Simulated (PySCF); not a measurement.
C$_{3}$H$_{5}$O, doublet (typed; the unrestricted solution is spin-contaminated), at a GFN2-xTB geometry; CCSD/6-31G run with PySCF.

PySCF was given this input:
```python
from pyscf import gto, scf, cc

mol = gto.Mole()
mol.atom = '''
C 
C  1 1.298995
C  2 1.499990 1 124.477516
O  2 1.387485 1 124.267384 3 -180.000000
H  1 1.062179 2 141.459751 4 -0.000000
H  3 1.084850 2 110.486155 1 0.000000
H  3 1.088080 6 109.773806 2 -120.634225
H  3 1.088080 6 109.773807 7 -118.731548
H  4 0.963685 2 110.157912 1 -0.000000
'''
mol.basis = '6-31g'
mol.spin = 1
mol.verbose = 5
mol.build()

mf = scf.UHF(mol)
mf.kernel()

mycc = cc.CCSD(mf)
mycc.kernel()
print('E(CCSD) = %.10f' % mycc.e_tot)
```

The log (banner, timings and long lists left out):

```
PySCF version 2.14.0

[INPUT] verbose = 5
[INPUT] max_memory = 4000
[INPUT] num. atoms = 9
[INPUT] num. electrons = 31
[INPUT] charge = 0
[INPUT] spin (= nelec alpha-beta = 2S) = 1
[INPUT] symmetry False subgroup None
[INPUT] Mole.unit = angstrom
[INPUT] Symbol           X                Y                Z      unit          X                Y                Z       unit  Magmom
[...]
[INPUT] ---------------- BASIS SET ----------------
[INPUT] l, kappa, [nprim/nctr], expnt,             c_1 c_2 ...
[INPUT] H
[...]
                                2.8253937         0.23472695
                                0.6401217         0.81375733
[...]
[INPUT] O
[...]
                                825.23495         0.0139501
                                188.04696         0.0684451
                                52.9645           0.2327143
                                16.89757          0.470193
                                5.7996353         0.3585209
[...]
                                3.5999336         -0.1480263
                                1.0137618         1.130767
[...]
                                3.5999336         0.3397528
                                1.0137618         0.7271586
[...]
[INPUT] C
[...]
                                457.36951         0.0140373
                                103.94869         0.0688426
                                29.210155         0.2321844
                                9.286663          0.4679413
                                3.163927          0.362312
[...]
                                1.8812885         -0.1608542
                                0.5442493         1.1434564
[...]
                                1.8812885         0.316424
                                0.5442493         0.7443083
[...]
nuclear repulsion = 112.61994067128
number of shells = 30
number of NR pGTOs = 108
number of NR cGTOs = 46
basis = 6-31g
ecp = {}

******** <class 'pyscf.scf.uhf.UHF'> ********
method = UHF
initial guess = minao
damping factor = 0
level_shift factor = 0
DIIS = <class 'pyscf.scf.diis.CDIIS'>
diis_start_cycle = 1
diis_space = 8
diis_damp = 0
SCF conv_tol = 1e-09
SCF conv_tol_grad = None
SCF max_cycles = 50
direct_scf = True
direct_scf_tol = 1e-13
number electrons alpha = 16  beta = 15
Set gradient conv threshold to 3.16228e-05
E1 = -480.65544066065854  E2 = 176.15871833967506  Ecoul = 201.74644703181463  Exc = -25.587728692139564
init E= -191.876781649704
cond(S) = 1138.9173504653388

  alpha mo_energy =
[-20.78922216 -11.33216639 -11.32876113 -11.31428676  -1.73738581
  -1.35138677  -1.13539451  -0.82785028  -0.65128349  -0.57817975
  -0.56125084  -0.46201333  -0.45586523  -0.40416439  -0.21932138
  -0.15201857   0.12172607   0.15679838   0.20423607   0.23495001
   0.27390004   0.28183488   0.31673202   0.39052861   0.56409446
   0.71023457   0.71267428   0.75903909   0.80722746   0.82365713
   0.837443     0.86429503   0.87024388   0.97300594   1.06615233
   1.11142419   1.14125625   1.15654363   1.1654903    1.1740166
   1.25369223   1.27774391   1.34285197   1.42768666   1.64787601
   2.04336821]
  beta  mo_energy =
[-20.78922216 -11.33216639 -11.32876113 -11.31428676  -1.73738581
  -1.35138677  -1.13539451  -0.82785028  -0.65128349  -0.57817975
  -0.56125084  -0.46201333  -0.45586523  -0.40416439  -0.21932138
  -0.15201857   0.12172607   0.15679838   0.20423607   0.23495001
   0.27390004   0.28183488   0.31673202   0.39052861   0.56409446
   0.71023457   0.71267428   0.75903909   0.80722746   0.82365713
   0.837443     0.86429503   0.87024388   0.97300594   1.06615233
   1.11142419   1.14125625   1.15654363   1.1654903    1.1740166
   1.25369223   1.27774391   1.34285197   1.42768666   1.64787601
   2.04336821]
multiplicity <S^2> = 0.75  2S+1 = 2
E1 = -482.1718770617982  E2 = 178.42267112160613  Ecoul = 203.9102516424372  Exc = -25.487580520831074
cycle= 1 E= -191.129265268912  delta_E= 0.748  |g|= 0.328  |ddm|= 1.93
  alpha mo_energy =
[-20.41221466 -11.44470909 -11.29050054 -11.27304567  -1.37621643
  -1.11179398  -0.99458968  -0.7895752   -0.71662652  -0.62335717
  -0.61587132  -0.56606194  -0.52361344  -0.51221494  -0.38770089
  -0.36969677   0.16713016   0.21525787   0.24993406   0.26993681
   0.31248548   0.32406287   0.37372602   0.43379465   0.56793837
   0.71653448   0.72882239   0.77487325   0.82143882   0.83880191
   0.84227337   0.876523     0.88260489   0.99815318   1.10858285
   1.15630015   1.19608895   1.21747573   1.23546797   1.28615793
   1.3008904    1.35077833   1.39701164   1.48340753   1.72411531
   2.14126516]
  beta  mo_energy =
[-20.40790908 -11.44287162 -11.27459498 -11.27210632  -1.35916945
  -1.08227459  -0.96466475  -0.77125257  -0.69476746  -0.61243278
  -0.58789993  -0.56008284  -0.5074815   -0.49926256  -0.35389199
   0.08051786   0.1819616    0.22652113   0.26452328   0.27894549
   0.31583849   0.32629642   0.38114421   0.46851868   0.59890955
   0.72196647   0.74884913   0.78703171   0.83754948   0.84673916
   0.88211269   0.88633501   0.91349771   1.00566844   1.1186696
   1.16712131   1.19782006   1.22084277   1.23838584   1.30357426
   1.30495485   1.36346673   1.40704618   1.48855604   1.72664509
   2.15013021]
multiplicity <S^2> = 0.75250363  2S+1 = 2.0025021
E1 = -482.142837634213  E2 = 178.33483227691997  Ecoul = 203.78300049207934  Exc = -25.44816821515937
cycle= 2 E= -191.188064686013  delta_E= -0.0588  |g|= 0.166  |ddm|= 0.482
  alpha mo_energy =
[-20.638681   -11.31687756 -11.24413917 -11.22456052  -1.42739308
  -1.07865435  -0.96341676  -0.79968567  -0.70658498  -0.63396859
  -0.61393722  -0.55293795  -0.54177678  -0.53989081  -0.38812339
  -0.36315743   0.19430722   0.21165865   0.26516876   0.27960515
   0.32242358   0.33383191   0.39659576   0.44284127   0.58329085
   0.73912926   0.74597769   0.79682791   0.83856419   0.85867262
   0.8666161    0.90077403   0.90991642   1.02054018   1.10978067
   1.15047772   1.21110601   1.2375653    1.2432551    1.24723116
[...]
  -1.05335186  -0.9226301   -0.76951575  -0.67598852  -0.61675267
  -0.58773457  -0.54801198  -0.53567716  -0.52410403  -0.34080592
   0.12405035   0.22089639   0.23331607   0.28054657   0.29813651
   0.32896662   0.33479809   0.40097914   0.47205895   0.62184474
   0.74830239   0.7657213    0.81024291   0.86794169   0.86921733
   0.90355602   0.92008822   0.95175023   1.02940957   1.13268391
   1.17203378   1.21532994   1.24431362   1.25457555   1.2549176
   1.32911922   1.35640694   1.41836302   1.49514835   1.71330819
   2.1250937 ]
multiplicity <S^2> = 0.94560223  2S+1 = 2.1868719
E1 = -482.45618667978795  E2 = 178.62806750354767  Ecoul = 204.19455742225557  Exc = -25.5664899187079
cycle= 15 E= -191.208178504961  delta_E= -1.9e-09  |g|= 1.01e-05  |ddm|= 0.000114
  alpha mo_energy =
[-20.58526146 -11.29406353 -11.24894425 -11.22637095  -1.39971355
  -1.07177493  -0.96563535  -0.78179536  -0.70334378  -0.62069676
  -0.59392096  -0.55061541  -0.53312429  -0.52441257  -0.41300695
  -0.38869564   0.21382154   0.22423365   0.26957479   0.2826995
   0.32395956   0.34085063   0.40835358   0.46015827   0.58270201
   0.72887306   0.743231     0.80020635   0.83180675   0.84920804
   0.87076236   0.90922008   0.92764443   1.02673276   1.12585816
   1.15600719   1.21755731   1.24052541   1.25448585   1.26368079
   1.31375021   1.35029064   1.40886934   1.48961931   1.71339029
   2.12077113]
  beta  mo_energy =
[-20.58333519 -11.30883233 -11.22343339 -11.21196063  -1.39650064
  -1.05335358  -0.92263039  -0.76951455  -0.67598954  -0.61675478
  -0.58773345  -0.54801211  -0.53567687  -0.5241039   -0.34081216
   0.12405015   0.22090104   0.23331633   0.28054652   0.29813635
   0.32896659   0.33479795   0.40097791   0.47205826   0.62184409
   0.74830156   0.76572064   0.81024205   0.86794088   0.86921643
   0.90355562   0.92008857   0.95174786   1.02940845   1.13268445
   1.17203371   1.2153294    1.24431285   1.25457673   1.25491728
   1.32911746   1.35640858   1.41836179   1.49514792   1.71330919
   2.12509506]
multiplicity <S^2> = 0.94564954  2S+1 = 2.1869152
E1 = -482.4561979500082  E2 = 178.62807877341808  Ecoul = 204.19457748614457  Exc = -25.566498712726485
cycle= 16 E= -191.208178505311  delta_E= -3.5e-10  |g|= 3.99e-06  |ddm|= 5.84e-05
  alpha mo_energy =
[-20.58526489 -11.29406365 -11.24894267 -11.22637363  -1.39971478
  -1.07177514  -0.96563594  -0.78179603  -0.70334375  -0.62069768
  -0.59392171  -0.55061603  -0.53312503  -0.52441346  -0.41300681
  -0.38869573   0.21382158   0.22423347   0.26957474   0.28269938
   0.3239593    0.34085028   0.40835321   0.46015801   0.58270201
   0.72887313   0.74323088   0.80020616   0.83180682   0.8492078
   0.87076199   0.90921956   0.92764438   1.02673249   1.12585788
   1.15600695   1.21755664   1.240525     1.25448514   1.2636799
   1.31375047   1.35028996   1.40886935   1.48961894   1.71338955
   2.12077031]
  beta  mo_energy =
[-20.58333858 -11.30883241 -11.22343589 -11.21195885  -1.39650169
  -1.05335391  -0.92263049  -0.7695152   -0.67598925  -0.6167556
  -0.58773416  -0.54801273  -0.53567784  -0.52410439  -0.3408125
   0.12405048   0.22090148   0.23331607   0.28054625   0.2981364
   0.32896644   0.33479765   0.40097749   0.47205798   0.62184419
   0.74830149   0.76572042   0.81024174   0.86794065   0.86921607
   0.90355523   0.92008905   0.95174847   1.02940819   1.13268403
   1.17203372   1.21532862   1.24431232   1.25457569   1.25491654
   1.32911755   1.35640768   1.4183618    1.49514761   1.71330857
   2.1250942 ]
multiplicity <S^2> = 0.94565131  2S+1 = 2.1869168
E1 = -482.45621215864446  E2 = 178.62809298203513  Ecoul = 204.19459347801313  Exc = -25.566500495978005
Extra cycle  E= -191.20817850533  delta_E= -1.92e-11  |g|= 2.61e-06  |ddm|= 6.14e-06
converged SCF energy = -191.20817850533  <S^2> = 0.94565131  2S+1 = 2.1869168

******** <class 'pyscf.cc.uccsd.UCCSD'> ********
CC2 = 0
CCSD nocc = (np.int64(16), np.int64(15)), nmo = (46, 46)
max_cycle = 50
direct = 0
conv_tol = 1e-07
conv_tol_normt = 1e-06
diis_space = 6
diis_start_cycle = 0
diis_start_energy_diff = 1e+09
Init t2, MP2 energy = -0.359998147753862
Init E_corr(UCCSD) = -0.359998147759633
cycle = 1  E_corr(UCCSD) = -0.378884427575561  dE = -0.0188862798  norm(t1,t2) = 0.0948418
cycle = 2  E_corr(UCCSD) = -0.391930336542275  dE = -0.013045909  norm(t1,t2) = 0.0450287
cycle = 3  E_corr(UCCSD) = -0.398239766642532  dE = -0.0063094301  norm(t1,t2) = 0.0319972
cycle = 4  E_corr(UCCSD) = -0.403558756471023  dE = -0.00531898983  norm(t1,t2) = 0.0189456
cycle = 5  E_corr(UCCSD) = -0.403160805639597  dE = 0.000397950831  norm(t1,t2) = 0.00906741
cycle = 6  E_corr(UCCSD) = -0.403216038451008  dE = -5.52328114e-05  norm(t1,t2) = 0.00295518
cycle = 7  E_corr(UCCSD) = -0.403388190622802  dE = -0.000172152172  norm(t1,t2) = 0.00156776
cycle = 8  E_corr(UCCSD) = -0.403404246336311  dE = -1.60557135e-05  norm(t1,t2) = 0.000701178
cycle = 9  E_corr(UCCSD) = -0.403411468818086  dE = -7.22248178e-06  norm(t1,t2) = 0.000367504
cycle = 10  E_corr(UCCSD) = -0.403414714455254  dE = -3.24563717e-06  norm(t1,t2) = 0.000132849
cycle = 11  E_corr(UCCSD) = -0.403415150745551  dE = -4.36290298e-07  norm(t1,t2) = 5.01438e-05
cycle = 12  E_corr(UCCSD) = -0.403414278648899  dE = 8.72096652e-07  norm(t1,t2) = 2.36109e-05
cycle = 13  E_corr(UCCSD) = -0.40341319407441  dE = 1.08457449e-06  norm(t1,t2) = 1.34521e-05
cycle = 14  E_corr(UCCSD) = -0.403412295492125  dE = 8.98582285e-07  norm(t1,t2) = 7.85852e-06
cycle = 15  E_corr(UCCSD) = -0.403411730937398  dE = 5.64554727e-07  norm(t1,t2) = 4.85183e-06
cycle = 16  E_corr(UCCSD) = -0.403411613984802  dE = 1.16952596e-07  norm(t1,t2) = 2.16938e-06
cycle = 17  E_corr(UCCSD) = -0.403411626748994  dE = -1.2764192e-08  norm(t1,t2) = 1.0699e-06
cycle = 18  E_corr(UCCSD) = -0.403411588283208  dE = 3.84657865e-08  norm(t1,t2) = 6.53004e-07
UCCSD converged
E(UCCSD) = -191.6115900936129  E_corr = -0.4034115882832076
E(CCSD) = -191.6115900936
```
